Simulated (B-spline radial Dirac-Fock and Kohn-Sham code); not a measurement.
Core-level shifts of cerium with charge state

Model: ΔSCF Dirac-Fock with Breit, self-energy and vacuum polarisation, finite nucleus, configuration average. Program: a radial B-spline solver. Each ion is free and in its tabulated ground configuration. The model has no electron correlation.

Reference: Ce³⁴⁺, [Ar] 3d6, with L2 7716.4 eV, L3 7270.6 eV, M2 2638.9 eV, M3 2539.7 eV, M4,5 2289.6 eV, Kα1 (K-L3) 34761.0 eV, Kβ1 (K-M3) 39491.9 eV, Lℓ (L3-M1) 4474.6 eV. Shifts from it, in eV (a dash: the subshell is empty, belongs to an open shell averaged over j, or its hole state is left out as unreliable):

```tsv
ion	configuration	L2	L3	M2	M3	M4,5	Kα1	Kβ1	Lℓ
Ce³⁵⁺	[Ar] 3d5	+120.0	+119.4	+89.8	+88.1	+97.3	+3.40	+34.66	+30.66
Ce³⁶⁺	[Ar] 3d4	+242.1	+240.8	+180.8	+177.4	+196.1	+7.08	+70.46	+62.24
Ce³⁷⁺	[Ar] 3d3	+366.4	+364.4	+273.1	+268.0	+296.5	+11.05	+107.41	+94.76
Ce³⁸⁺	[Ar] 3d2	+492.8	+490.0	+366.6	+359.9	+398.4	+15.33	+145.50	+128.20
```

Over this range L2 (2p1/2) moves by +492.8 eV and Kα1 by +15.3 eV: a line is a difference of two levels that shift in the same direction.

Values without a named source are computed, but for edge energies of neutral atoms, which are taken from tables.
